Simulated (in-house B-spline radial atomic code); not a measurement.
Successive ionisation energies of gold; each step leads to the configuration of the next row (after the last: [Kr] 4d3/2(2)). Dirac energy differences include first-order Breit, QED and recoil terms. NIST's values go from ground level to ground level; the uncertainty of those that are theory runs from under 0.1 % in few-electron ions to several per cent in heavy many-electron ones. Computed with a B-spline radial code for spherical atoms: Dirac-Hartree-Fock, jj configuration that fills j = l - 1/2 first, finite nuclei.

A number in brackets counts the electrons of a j subshell.

```csv
ion,configuration,ionisation energy (eV),tabulated value (eV),tabulated kind,computed minus tabulated (eV),highest orbital,largest mean radius (bohr)
Au26+,[Kr] 4d10 4f5/2(6) 4f7/2(1),854.0,870,tabulated theory,-16.0,4f7/2,0.43134
Au27+,[Kr] 4d10 4f5/2(6),?,?,tabulated theory,?,?,?
Au28+,[Kr] 4d10 4f5/2(5),970.0,990,tabulated theory,-20.0,4f5/2,0.42442
Au29+,[Kr] 4d10 4f5/2(4),?,?,tabulated theory,?,?,?
Au30+,[Kr] 4d10 4f5/2(3),1079.7,1100,tabulated theory,-20.3,4f5/2,0.41733
Au31+,[Kr] 4d10 4f5/2(2),1136.1,1150,tabulated theory,-13.9,4f5/2,0.41383
Au32+,[Kr] 4d10 4f5/2(1),1193.6,1210,tabulated theory,-16.4,4f5/2,0.41036
Au33+,[Kr] 4d10,1474.8,1475,tabulated theory,-0.2,4d5/2,0.40693
Au34+,[Kr] 4d3/2(4) 4d5/2(5),1530.2,1527,tabulated theory,3.2,4d5/2,0.4037
Au35+,[Kr] 4d3/2(4) 4d5/2(4),1586.1,1584,tabulated theory,2.1,4d5/2,0.4016
Au36+,[Kr] 4d3/2(4) 4d5/2(3),1642.7,1644,tabulated theory,-1.3,4d5/2,0.39952
Au37+,[Kr] 4d3/2(4) 4d5/2(2),?,?,tabulated theory,?,?,?
Au38+,[Kr] 4d3/2(4) 4d5/2(1),1757.8,1758,tabulated theory,-0.2,4d5/2,0.39542
Au39+,[Kr] 4d3/2(4),1844.8,1845,tabulated theory,-0.2,4d3/2,0.39339
Au40+,[Kr] 4d3/2(3),1904.6,1904,tabulated theory,0.6,4d3/2,0.39123
```

(1) Fill in the row of Au27+.

(2) Fill in the row of Au29+.

(3) Fill in the row of Au37+.

Results:

(1) ionisation energy (eV): 916.8; tabulated value (eV): 930; computed minus tabulated (eV): -13.2; highest orbital: 4f5/2; largest mean radius (bohr): 0.428.

(2) ionisation energy (eV): 1024.3; tabulated value (eV): 1040; computed minus tabulated (eV): -15.7; highest orbital: 4f5/2; largest mean radius (bohr): 0.42086.

(3) ionisation energy (eV): 1699.9; tabulated value (eV): 1702; computed minus tabulated (eV): -2.1; highest orbital: 4d5/2; largest mean radius (bohr): 0.39746.
